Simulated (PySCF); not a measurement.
**How methods differ on the ionisation energy of Br**

Br [Ar] 3d10 4s2 4p5 (2P) → Br+ [Ar] 3d10 4s2 4p4 (3P), as a difference of total energies. Computed with PySCF 2.14 in aug-cc-pVDZ-PP with ECP10MDF (5s4p3d, 32 functions), with a scalar-relativistic core potential. Correlated levels: valence: 3s2 3p6 3d10 frozen. The calculations carry no spin-orbit coupling.

```
           method  ionisation energy (eV)
              UHF                  10.750
            B3LYP                  11.901
           r2SCAN                  11.858
    MP2 (valence)                  11.409
SCS-MP2 (valence)                  11.384
   CCSD (valence)                  11.384
CCSD(T) (valence)                  11.402
```

Errors of the correlated levels include the incompleteness of this basis and the frozen core.

**Question.** Which method comes closest to the reference value, and which is furthest?

**Answer.** The reference is 11.844 eV (measured; NIST levels, between the centres of gravity of the two terms). Closest: r2SCAN (error 0.014 eV); furthest: UHF (error -1.094 eV).
